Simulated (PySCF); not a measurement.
## Dipole response of Tl⁶³⁺ (thallium, charge +63)

[Ar], closed-shell 1S. Calculation: PySCF 2.14, in an even-tempered Gaussian basis (17 s from 18 bohr⁻², ratio 2.5; 12 p from 24 bohr⁻², ratio 2.5; 4 d from 97 bohr⁻², ratio 2.7; 4 f from 150 bohr⁻², ratio 2.7); the spin-free X2C one-electron Hamiltonian (Gaussian nucleus). Coupled (time-dependent) response in atomic units; α is the mean over directions.

```json
{"method": "UHF", "mean α (bohr³)": "0.0008493", "C₆ (like pair)": "2.785e-05", "S(−4)": "5.026e-07"}
{"method": "PBE0", "mean α (bohr³)": "0.0008527", "C₆ (like pair)": "2.799e-05", "S(−4)": "5.060e-07"}
```

S(−4) is the Cauchy moment in α(ω) = α(0) + S(−4) ω² + …

α(iu) at PBE0:

```json
{"u (hartree)": "0", "α(iu) (bohr³)": "0.0008526"}
{"u (hartree)": "5.00", "α(iu) (bohr³)": "0.0008402"}
{"u (hartree)": "10.0", "α(iu) (bohr³)": "0.0008053"}
{"u (hartree)": "20.0", "α(iu) (bohr³)": "0.0006945"}
{"u (hartree)": "30.0", "α(iu) (bohr³)": "0.0005728"}
{"u (hartree)": "40.0", "α(iu) (bohr³)": "0.0004694"}
{"u (hartree)": "50.0", "α(iu) (bohr³)": "0.0003896"}
{"u (hartree)": "75.0", "α(iu) (bohr³)": "0.0002668"}
{"u (hartree)": "100", "α(iu) (bohr³)": "0.0002027"}
{"u (hartree)": "150", "α(iu) (bohr³)": "0.0001398"}
{"u (hartree)": "250", "α(iu) (bohr³)": "8.885e-05"}
```

A single London oscillator, α(iu) = α/(1 + u²/ω²), gives C₆ = (3/4) ω α². Matching the computed C₆ needs ω = 4 × 2.799e-05 / (3 × 0.0008527²) = 51.3 hartree.

For an ion, C₆ is the dispersion term alone; charge-induced terms of lower order in 1/R come first.

Spin-orbit coupling, which splits the p, d and f shells strongly at this Z, is absent.
